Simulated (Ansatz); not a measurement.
Input for Ansatz (a quantum-chemistry and plane-wave program): R-CCSD(T)/cc-pV(D+d)Z on HF (SMILES F). The basis file is the Basis Set Exchange's JSON of that set.

Ansatz 0.2 input:
```yaml
crystal:
  periodic: [false, false, false]
  atoms:
    - {symbol: F, position_ang: [-0.00000000, 0.00000000, 0.46235791]}
    - {symbol: H, position_ang: [0.00000000, -0.00000000, -0.46235791]}
basis:
  gaussian:
    orbitals: cc-pV_D+d_Z.json
magnetization: {spin_polarized: false}
correlation: {method: ccsd_t, electrons: outside_noble_gas}
scf: {lower_state_search: off}
```

Output:

```
WARN ansatz: RAYON_NUM_THREADS=4 ignored (pool sized by the plan → 4); use --threads N
Functional definition: HF
these checks for a lower state are left out or cut short: stability, starts, cluster_reference, orbital_swaps, neighbouring_geometries, increment
integrals: 0.00 GiB planned
173 factors; integrals over basis functions are off by at most 1.5e-3 eV
mean field: 0.04 GiB planned
mean field evaluation 1: about -2720.7549 eV, gradient 2.3e1 eV
mean field evaluation 2: about -2720.7550 eV, gradient 2.3e1 eV
mean field evaluation 4: about -2721.6519 eV, gradient 1.2e0 eV
mean field evaluation 8: about -2721.6572 eV, gradient 2.4e-5 eV
mean field -2721.65716487 eV, -100.0190560033 hartree, gradient 8.2e-7 eV, S^2 0.000000; 0 other end points of the search recorded, 0 dependent functions left out
1 core orbitals not correlated
reference -2721.65716487 eV, -100.0190560033 hartree; 4, 4 occupied and 14, 14 virtual orbitals, 173 factors
second order -5.49563813 eV of doubles, -0.00000000 eV of singles
coupled cluster: 0.04 GiB planned
cycle   1  -5.54523637 eV  change   -5.0e-2 eV  update   2.9e-2
cycle   2  -5.62230515 eV  change   -7.7e-2 eV  update   7.9e-3
cycle   3  -5.63749634 eV  change   -1.5e-2 eV  update   2.9e-3
cycle   4  -5.63643759 eV  change    1.1e-3 eV  update   4.7e-4
cycle   5  -5.63651644 eV  change   -7.9e-5 eV  update   1.4e-4
cycle   6  -5.63651368 eV  change    2.8e-6 eV  update   3.7e-5
cycle   7  -5.63649379 eV  change    2.0e-5 eV  update   8.4e-6
cycle   8  -5.63649388 eV  change   -8.7e-8 eV  update   1.3e-6
perturbative correction -0.05269750 eV, -0.0019365974 hartree
Total energy: -2727.34635625 eV, -100.2281299303 hartree
Checks for a lower state left out: stability, starts, cluster_reference, orbital_swaps, neighbouring_geometries, increment
```

The run converged.

Cost: about 0.4 core-seconds (a rough figure).
